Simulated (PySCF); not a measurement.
Frontier orbitals and the lowest excitations

C₂H₈OP₂Si₂.
Z-matrix (Å and degrees, GFN2-xTB geometry), rows numbered from 1:
```
C 
C   1  1.4965
O   2  1.2080  1  123.57
Si  2  1.9274  1  117.92  3   178.88
P   4  2.2620  2  107.90  1   153.55
Si  5  2.2681  4   81.92  2    97.41
P   4  2.2714  2  106.45  1  -103.10
H   1  1.0879  2  108.84  3   120.70
H   1  1.0879  2  111.22  3    -0.68
H   1  1.0881  2  108.77  3  -122.13
H   4  1.4661  2  112.90  1    24.37
H   5  1.3804  4   95.46  2     1.61
H   6  1.4599  5  114.73  4  -101.70
H   6  1.4624  5  110.81  4   129.61
H   7  1.3847  4   92.58  2   168.06
```

The calculation used TDDFT CAM-B3LYP/def2-SVPD, vertical, gas phase, core orbitals frozen in the response in PySCF.

Frontier orbitals with the atoms that hold most of them (Löwdin shares over 4%, at most four atoms; ? is withheld):

```
orbital  ε (eV)                             atoms
 LUMO+2    0.51  Si6 17%, P7 16%, Si4 15%, C2 10%
 LUMO+1    0.25  Si6 19%, P7 18%, Si4 18%, P5 17%
   LUMO   -0.53                                 ?
   HOMO       ?    P5 37%, P7 34%, Si6 8%, Si4 8%
 HOMO-1   -8.44                                 ?
 HOMO-2   -9.56  P5 22%, P7 18%, Si6 18%, Si4 14%
 HOMO-3   -9.64   P5 35%, P7 24%, Si4 10%, Si6 9%
```

Question: Which atoms hold the HOMO-1, and with what shares?

Answer: O3 (bonded to C) 42%; C2 (bonded to C, O and Si) 16%; Si4 (bonded to C, 2 P and H) 13%; C1 (bonded to C and 3 H) 9%. By element: oxygen 42%, carbon 26%, silicon 13% or more.

Question: Which atoms hold the LUMO, and with what shares?

Answer: C2 (bonded to C, O and Si) 26%; O3 (bonded to C) 20%; Si4 (bonded to C, 2 P and H) 15%; P7 (bonded to 2 Si and H) 9%.

Question: What is the HOMO energy, and the HOMO–LUMO gap?

Answer: ε(HOMO) = -7.84 eV; the gap is 7.31 eV (0.2687 hartree).

Question: How does S1 compare with the orbital gap of 7.31 eV?

Answer: S1 is at 3.52 eV (f = 0.0007), 3.79 eV below the gap, made of HOMO-1→LUMO (72%), HOMO-1→LUMO+2 (11%). Its leading pair isn't HOMO and LUMO; the energies of that pair differ by 7.91 eV. Without the coupling terms of the response equations the lowest excitation would equal the gap.

Question: One configuration dominates each of S1, S2 and S3. Which, and how do the shares of the two leading atoms of either orbital change from the occupied to the empty one?

Answer: 
- S1 (3.52 eV, f 0.0007), HOMO-1→LUMO (72%): O3 42% → 20%, C2 16% → 26%
- S2 (4.46 eV, f 0.0082), HOMO→LUMO (88%): P5 37% → at most 9%, P7 34% → 9%, C2 at most 8% → 26%, O3 at most 8% → 20%
- S3 (4.95 eV, f 0.0002), HOMO→LUMO+1 (92%): P5 37% → 17%, P7 34% → 18%, Si6 8% → 19%

Löwdin shares depend on the basis, the more so with diffuse functions.

Time: 84 s; peak memory 1.1 GiB. Hardware: one thread, Arm Neoverse N1 (aarch64), shared host with 64 logical CPUs at a one-minute load of 55.

One conformer stands for the species.
